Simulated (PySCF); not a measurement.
A structure optimised at B3LYP-D3(BJ)/def2-SVP, used in a PySCF frequency run:

```
Si
F 1 1.6209
Cl 1 2.0629 2 107.15
Cl 1 2.0629 2 107.15 3 117.09
Ge 1 2.3743 2 110.66 3 -121.46
H 5 1.5385 1 108.24 2 180.00
H 5 1.5389 6 109.84 1 -119.39
H 5 1.5389 6 109.84 7 -121.21
```
Charge 0, spin multiplicity 1.

**Question.** Write its SMILES, formula and point group.

**Answer.** F[Si](Cl)(Cl)[GeH3], Cl2FGeH3Si, Cs

**Question.** What are its rotational constants (standard atomic weights)?

**Answer.** 1.7116, 0.98973, 0.81164 GHz
